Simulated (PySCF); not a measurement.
**How methods differ on the excitation energy of W²⁺**

W²⁺ [Xe] 4f14 5d4 (5D) → W²⁺ [Xe] 4f14 5d3 6s1 (5F), as a difference of total energies. Calculation: PySCF 2.14, in x2c-TZVPPall with one added diffuse shell each of s, p, d, f type (12s8p8d4f1g, 113 functions); the spin-free X2C one-electron Hamiltonian (Gaussian nucleus). The calculations carry no spin-orbit coupling.

| method | excitation energy (cm⁻¹) |
| --- | --- |
| UHF | 10710 |
| PBEsol | 9274.8 |
| wB97M-V | 10944 |
| BHandHLYP | 10373 |
